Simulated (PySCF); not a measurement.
NICS in rings of unrelated molecules.

NICS is the negative of the GIAO shielding at a point without a nucleus: at the ring centre (0) and 1 Å above and below it (1); zz is the component along the ring normal. Level: GIAO PBE0/pcSseg-1 (PySCF, non-relativistic, gas phase) on the GFN2-xTB geometries, one conformer each. Atom numbers follow the mapped SMILES.

Problem. Order these rings by mean NICS(1)zz, lowest (most negative) first (ppm).
A. ring C2–C3–N4–Si5–C6 in `[CH3:1][C@@H:2]1[CH2:3][NH:4][SiH2:5][C@@H:6]1[O:7][CH:8]=[O:9]`
B. ring C2–C3–N4–C5–N6 in `[CH3:1][c:2]1[cH:3][n:4][cH:5][n:6]1[CH:7]1[CH2:8][CH2:9]1`
C. ring P2–C3–C4–C5–C8 in `[O:1]=[P@:2]12[CH2:3][CH2:4][C@H:5]([CH2:6][CH2:7]1)[CH2:8]2`
D. ring C2–C3–C5–P6–C8 in `[CH3:1][C:2]1=[C:3]([CH3:4])[CH2:5][PH:6](=[O:7])[CH2:8]1`
E. ring C3–C4–C5–C7–N8–N9 in `[CH3:1][CH2:2][c:3]1[cH:4][c:5]([CH3:6])[cH:7][n:8][n:9]1`
F. ring C5–C6–C7–C8 in `[CH2:1]=[CH:2][P@H:3](=[O:4])[CH:5]1[CH2:6][CH2:7][CH2:8]1`
G. ring C7–C8–C9 in `[O:1]=[C:2]([SiH2:3][N:4]([SiH3:5])[SiH3:6])[CH:7]1[CH2:8][CH2:9]1`

Solution. B (-28.5), E (-27.1), G (-25.5), C (-6.1), A (-3.7), D (-0.4), F (2.7).

| SMILES | ring | NICS(0) | NICS(1) | NICS(1)zz | HOMA | rms pucker (Å) | ring atoms with four or more neighbours |
| --- | --- | --- | --- | --- | --- | --- | --- |
| Cc1cncn1C1CC1 | 5-membered ring with 2 N; formal bonds all aromatic | -12.6 | -11.0 | -28.5 | 0.90 | 0.00 | 0 |
| CCc1cc(C)cnn1 | 6-membered ring with 2 N; formal bonds all aromatic | -5.7 | -11.3 | -27.1 | 0.98 | 0.00 | 0 |
| O=C([SiH2]N([SiH3])[SiH3])C1CC1 | 3-membered carbocycle; formal bonds all single | -41.4 | -7.8 | -25.5 | – | 0.00 | 3 |
| O=[P@]12CC[C@H](CC1)C2 | 5-membered ring with P; formal bonds all single | -8.0 | -5.8 | -6.1 | – | 0.28 | 5 |
| C[C@@H]1CN[SiH2][C@@H]1OC=O | 5-membered ring with N and Si; formal bonds all single | -7.1 | -3.6 | -3.7 | – | 0.18 | 4 |
| CC1=C(C)C[PH](=O)C1 | 5-membered ring with P; formal bonds 1 double, 4 single | -3.2 | -4.0 | -0.4 | – | 0.15 | 3 |
| C=C[P@H](=O)C1CCC1 | 4-membered carbocycle; formal bonds all single | 0.4 | 0.1 | 2.7 | – | 0.08 | 4 |

NICS(0) gives another order. The isotropic NICS(1) gives another order. HOMA uses Krygowski's 1993 parameters; it is left out where a ring has a four-coordinate atom, a triple bond, no multiple bond or a kind of bond without parameters. NICS(1) and NICS(1)zz are means over the two faces.
